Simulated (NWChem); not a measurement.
System: Ca cation, doublet

Here is an NWChem input.

```
start job
memory heap 200 mb stack 900 mb global 1100 mb
charge 1
geometry units angstroms noautoz
  Ca     0.000000     0.000000     0.000000
end
basis spherical
  * library 6-31g*
end
dft
  odft
  mult 2
  xc xpbe96 cpbe96
  grid coarse
  iterations 150
  mulliken
end
task dft gradient
```

Parts of the log:

```
             Northwest Computational Chemistry Package (NWChem) 7.3.0
             --------------------------------------------------------

                             Geometry "geometry" -> ""
                             -------------------------

 Output coordinates in angstroms (scale by  1.889725989 to convert to a.u.)

  No.       Tag          Charge          X              Y              Z
 ---- ---------------- ---------- -------------- -------------- --------------
    1 Ca                  20.0000     0.00000000     0.00000000     0.00000000

 Effective nuclear repulsion energy (a.u.)       0.0000000000

  pbe96 is a nonlocal functional; adding pw91lda local functional.

                                 NWChem DFT Module
                                 -----------------

 Summary of "ao basis" -> "ao basis" (spherical)
 ------------------------------------------------------------------------------
       Tag                 Description            Shells   Functions and Types
 ---------------- ------------------------------  ------  ---------------------
 Ca                          6-31g*                 10       22   5s4p1d

            General Information
            -------------------
          SCF calculation type: DFT
          Wavefunction type:  spin polarized.
          No. of atoms     :     1
          No. of electrons :    19
           Alpha electrons :    10
            Beta electrons :     9
          Charge           :     1
          Spin multiplicity:     2
          Use of symmetry is: off; symmetry adaption is: off
          Maximum number of iterations: 150
          AO basis - number of functions:    22
                     number of shells:    10
          Convergence on energy requested:  1.00D-06
          Convergence on density requested:  1.00D-05
          Convergence on gradient requested:  5.00D-04

              XC Information
              --------------
          PerdewBurkeErnzerhof Exchange Functional  1.000
            Perdew 1991 LDA Correlation Functional  1.000 local
           PerdewBurkeErnz. Correlation Functional  1.000 non-local

             Grid Information
             ----------------
          Grid used for XC integration:  coarse
          Radial quadrature: Mura-Knowles
          Angular quadrature: Lebedev.
          Tag              B.-S. Rad. Rad. Pts. Rad. Cut. Ang. Pts.
          ---              ---------- --------- --------- ---------
          Ca                  1.80       95          10.0       302
          Grid pruning is: on
          Number of quadrature shells:    95
          Spatial weights used:  Erf1

      Superposition of Atomic Density Guess
      -------------------------------------

 Sum of atomic energies:        -676.70792306

 Renormalizing density from      20.00 to     19

      Non-variational initial energy
      ------------------------------

 Total energy =    -654.731698
 1-e energy   =    -880.055956
 2-e energy   =     225.324258
 HOMO         =      -0.475315
 LUMO         =      -0.194864

     ---------------------------------------------
      Total Density - Mulliken Population Analysis
     ---------------------------------------------

    Atom       Charge   Shell Charges
 -----------   ------   -------------------------------------------------------
    1 Ca  20    19.00   2.00  2.00  6.00  2.00  5.90  0.92  0.07  0.07  0.03  0.00

     --------------------------------------------
      Spin Density - Mulliken Population Analysis
     --------------------------------------------

    Atom       Charge   Shell Charges
 -----------   ------   -------------------------------------------------------
    1 Ca  20     1.00   0.00 -0.00  0.00 -0.01  0.00  0.95  0.00  0.06  0.00  0.00

   convergence    iter        energy       DeltaE   RMS-Dens  Diis-err
 ---------------- ----- ----------------- --------- --------- ---------
 d= 0,ls=0.0,diis     1   -677.0332940795 -6.77D+02  1.52D-02  6.14D-02
                                                     1.47D-02  7.47D-02
 d= 0,ls=0.0,diis     2   -677.0627872413 -2.95D-02  4.31D-03  1.63D-03
                                                     2.30D-03  1.52D-03
 d= 0,ls=0.0,diis     3   -677.0638465416 -1.06D-03  2.49D-04  7.45D-06
                                                     1.59D-04  8.15D-06
 d= 0,ls=0.0,diis     4   -677.0638519866 -5.44D-06  1.55D-06  1.86D-10
                                                     1.42D-06  6.53D-10
 d= 0,ls=0.0,diis     5   -677.0638519869 -3.04D-10  4.97D-08  4.26D-13
                                                     2.74D-08  3.50D-13

         Total DFT energy =     -677.063851986874
      One electron energy =     -921.514468377807
           Coulomb energy =      280.091277662517
    Exchange-Corr. energy =      -35.640661271584
 Nuclear repulsion energy =        0.000000000000

 Numeric. integr. density =       19.000000000644

                    DFT Final Alpha Molecular Orbital Analysis
                    ------------------------------------------

 Vector    8  Occ=1.000000D+00  E=-1.298124D+00
              MO Center=  5.1D-17,  1.7D-17, -1.6D-16, r^2= 5.3D-01
   Bfn.  Coefficient  Atom+Function         Bfn.  Coefficient  Atom+Function
  ----- ------------  ---------------      ----- ------------  ---------------
     7      0.932640  1 Ca px                 8      0.451263  1 Ca py
     3     -0.304612  1 Ca px                 9      0.184991  1 Ca pz
     4     -0.147388  1 Ca py                 5     -0.060420  1 Ca pz

 Vector    9  Occ=1.000000D+00  E=-1.298124D+00
              MO Center=  1.2D-16, -2.7D-17,  1.4D-16, r^2= 5.3D-01
   Bfn.  Coefficient  Atom+Function         Bfn.  Coefficient  Atom+Function
  ----- ------------  ---------------      ----- ------------  ---------------
     9      1.035789  1 Ca pz                 5     -0.338302  1 Ca pz
     7     -0.177287  1 Ca px                 8     -0.058208  1 Ca py
     3      0.057904  1 Ca px

 Vector   10  Occ=1.000000D+00  E=-3.438551D-01
              MO Center=  3.3D-16, -6.0D-17,  4.3D-16, r^2= 4.2D+00
   Bfn.  Coefficient  Atom+Function         Bfn.  Coefficient  Atom+Function
  ----- ------------  ---------------      ----- ------------  ---------------
    10      0.983390  1 Ca s                  6      0.288724  1 Ca s
     2     -0.133557  1 Ca s                 14      0.058425  1 Ca s
     1     -0.026860  1 Ca s

 Vector   11  Occ=0.000000D+00  E=-2.273390D-01
              MO Center= -5.0D-15,  3.0D-15,  4.4D-16, r^2= 6.5D+00
   Bfn.  Coefficient  Atom+Function         Bfn.  Coefficient  Atom+Function
  ----- ------------  ---------------      ----- ------------  ---------------
    13      0.734130  1 Ca pz                11     -0.338559  1 Ca px
    17      0.220668  1 Ca pz                15     -0.101766  1 Ca px
    12     -0.092341  1 Ca py                 5      0.087821  1 Ca pz
     3     -0.040501  1 Ca px                 9      0.035383  1 Ca pz
    16     -0.027756  1 Ca py

 Vector   12  Occ=0.000000D+00  E=-2.273390D-01
              MO Center= -3.1D-15,  9.8D-16, -2.9D-17, r^2= 6.5D+00
   Bfn.  Coefficient  Atom+Function         Bfn.  Coefficient  Atom+Function
  ----- ------------  ---------------      ----- ------------  ---------------
    11      0.694940  1 Ca px                13      0.350358  1 Ca pz
    12      0.237494  1 Ca py                15      0.208888  1 Ca px
    17      0.105312  1 Ca pz                 3      0.083133  1 Ca px
    16      0.071387  1 Ca py                 5      0.041912  1 Ca pz
     7      0.033494  1 Ca px                 4      0.028411  1 Ca py

 Vector   13  Occ=0.000000D+00  E=-2.273390D-01
              MO Center=  1.2D-15,  1.1D-15,  5.8D-16, r^2= 6.5D+00
   Bfn.  Coefficient  Atom+Function         Bfn.  Coefficient  Atom+Function
  ----- ------------  ---------------      ----- ------------  ---------------
    12      0.772764  1 Ca py                11     -0.254032  1 Ca px
    16      0.232281  1 Ca py                 4      0.092443  1 Ca py
    15     -0.076358  1 Ca px                 8      0.037245  1 Ca py
     3     -0.030389  1 Ca px

                     DFT Final Beta Molecular Orbital Analysis
                     -----------------------------------------

 Vector    7  Occ=1.000000D+00  E=-1.293285D+00
              MO Center=  1.5D-17, -7.1D-16, -9.1D-17, r^2= 5.3D-01
   Bfn.  Coefficient  Atom+Function         Bfn.  Coefficient  Atom+Function
  ----- ------------  ---------------      ----- ------------  ---------------
     8      0.994633  1 Ca py                 4     -0.325623  1 Ca py
     7      0.294615  1 Ca px                 9     -0.172603  1 Ca pz
     3     -0.096451  1 Ca px                 5      0.056507  1 Ca pz

 Vector    8  Occ=1.000000D+00  E=-1.293285D+00
              MO Center=  4.8D-16, -1.5D-16,  1.7D-17, r^2= 5.3D-01
   Bfn.  Coefficient  Atom+Function         Bfn.  Coefficient  Atom+Function
  ----- ------------  ---------------      ----- ------------  ---------------
     7      0.990939  1 Ca px                 3     -0.324414  1 Ca px
     8     -0.319259  1 Ca py                 9     -0.148317  1 Ca pz
     4      0.104519  1 Ca py                 5      0.048556  1 Ca pz

[...]

                         DFT ENERGY GRADIENTS

    atom               coordinates                        gradient
                 x          y          z           x          y          z
   1 Ca      0.000000   0.000000   0.000000   -0.000000  -0.000000   0.000000
```

Level: PBE/6-31G* (spherical d), spin-unrestricted. No stability test was run on the SCF state.
